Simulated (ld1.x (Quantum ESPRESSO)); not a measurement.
**neon (Ne) TM: all-electron and pseudo phase curves**

neon (Ne), norm-conserving Troullier–Martins (Kleinman–Bylander form), made with ld1.x (Quantum ESPRESSO) 7.5 (LDA (PZ), scalar-relativistic). Core [He], reference 2s2 2p6. Waves: 2s (bound): rc 0.50 bohr; 2p (bound): rc 1.30 bohr. Local part: all-electron potential smoothed inside 0.90 bohr (lloc = -2). Core correction: none.

The phase is arctan(r·u′/u) with u = r·R(r), unwrapped; energies in Ry, scanned from -5 to 5 Ry. A pole is an energy at which the radial function vanishes at the test radius. The pseudo phase is shifted by a multiple of π to meet the all-electron one at the reference energy, and phase errors are pseudo minus all-electron; the curves can meet again beyond the range given. Levels narrower than the energy grid can be missing from the lists of poles.

| channel | radius (bohr) | reference energy (Ry) | poles, all-electron | poles, pseudo | unbroken range about the reference energy with phases within 0.05 rad | phase error 1 Ry above the reference energy (rad) |
| --- | --- | --- | --- | --- | --- | --- |
| s | 1.41 | -2.65 | -1.28 | -1.28 | the whole range | +0.001 |
| p | 1.41 | -0.99 | 0.33 | 0.35 | below 4.3 | +0.003 |

Phases in the p channel:

```
E (Ry)  all-electron  pseudo
 -5.00         1.218   1.220
 -4.48         1.189   1.191
 -3.96         1.150   1.152
 -3.44         1.095   1.097
 -2.92         1.010   1.012
 -2.40         0.857   0.860
 -1.88         0.520   0.525
 -1.36        -0.275  -0.274
 -0.84        -1.057  -1.057
 -0.32        -1.388  -1.387
  0.20        -1.544  -1.541
  0.72        -1.637  -1.632
  1.24        -1.704  -1.697
  1.76        -1.759  -1.749
  2.28        -1.809  -1.795
  2.80        -1.859  -1.840
  3.32        -1.912  -1.887
  3.84        -1.975  -1.940
  4.36        -2.051  -2.001
  4.88        -2.151  -2.075
```
